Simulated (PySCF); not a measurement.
## Circular dichroism: `C[C@H]1[C@H](F)[C@@H]2CC[C@H]12`, C7H11F

Geometry (Å), atoms numbered from 1 in this order:
```xyz
19

C    -2.349   -0.181   -0.279
C    -0.881    0.173   -0.429
C    -0.334    1.188    0.592
F     0.102    2.381    0.065
C     0.761    0.200    1.006
C     2.007    0.212    0.105
C     1.428   -0.950   -0.722
C     0.131   -0.872    0.090
H    -2.611   -0.995   -0.951
H    -2.563   -0.493    0.742
H    -2.972    0.679   -0.516
H    -0.674    0.487   -1.454
H    -1.036    1.444    1.391
H     0.925    0.069    2.072
H     2.138    1.142   -0.445
H     2.932   -0.022    0.627
H     1.319   -0.769   -1.790
H     1.964   -1.886   -0.577
H    -0.295   -1.798    0.466
```

Method: TDDFT wB97X-D/def2-SVPD circular dichroism and optical rotation, one conformer, gas phase (PySCF). Geometry: GFN2-xTB.

Question: Assign R or S to each stereocentre.

Answer: C2 R, C3 S, C5 R, C8 R.

Question: Which excitations and rotatory strengths does the calculation give?

Answer: Rotatory strengths R in 10⁻⁴⁰ esu² cm², velocity form and length form (origin at the centre of mass); f in length form.
| state | E (eV) | λ (nm) | f | R (velocity) | R (length) | main |
| --- | --- | --- | --- | --- | --- | --- |
| 1 | 8.08 | 153 | 0.0004 | -2.7 | -2.6 | HOMO→LUMO 0.57, HOMO→LUMO+1 0.32 |
| 2 | 8.23 | 151 | 0.005 | +1.3 | +1.5 | HOMO−1→LUMO 0.54, HOMO−1→LUMO+1 0.27 |
| 3 | 8.30 | 149 | 0.001 | +8.7 | +9.4 | HOMO→LUMO+1 0.40, HOMO→LUMO 0.26 |
| 4 | 8.43 | 147 | 0.003 | +1.0 | +0.9 | HOMO−1→LUMO+1 0.46, HOMO−1→LUMO 0.31 |
| 5 | 8.62 | 144 | 0.050 | -16.2 | -16.4 | HOMO→LUMO+2 0.73 |
| 6 | 8.71 | 142 | 0.016 | -0.4 | -0.7 | HOMO−1→LUMO+2 0.66, HOMO→LUMO+2 0.09 |
| 7 | 8.80 | 141 | 0.003 | +9.4 | +8.3 | HOMO−2→LUMO+1 0.34, HOMO−2→LUMO 0.22 |
| 8 | 8.92 | 139 | 0.020 | -2.0 | -1.6 | HOMO→LUMO+3 0.53, HOMO−2→LUMO+1 0.10 |
| 9 | 8.99 | 138 | 0.030 | -7.9 | -7.7 | HOMO→LUMO+4 0.39, HOMO−3→LUMO 0.22 |
| 10 | 9.03 | 137 | 0.022 | +15.5 | +16.1 | HOMO−1→LUMO+3 0.46, HOMO−1→LUMO+4 0.27 |
| 11 | 9.06 | 137 | 0.004 | +11.6 | +12.7 | HOMO→LUMO+4 0.18, HOMO−3→LUMO 0.16 |
| 12 | 9.16 | 135 | 0.016 | -30.6 | -30.7 | HOMO−1→LUMO+4 0.32, HOMO−2→LUMO+1 0.18 |

Among the states computed, the strongest CD band (largest |R|) is state 12. The largest dissymmetry factor in size, g = 4R/(D+G), with D and G the electric and magnetic dipole strengths, is +0.098 for state 3 (velocity form, f = 0.001), among bands with |R| over 0.5. The mirror image has the same energies and oscillator strengths and all R with the opposite sign.
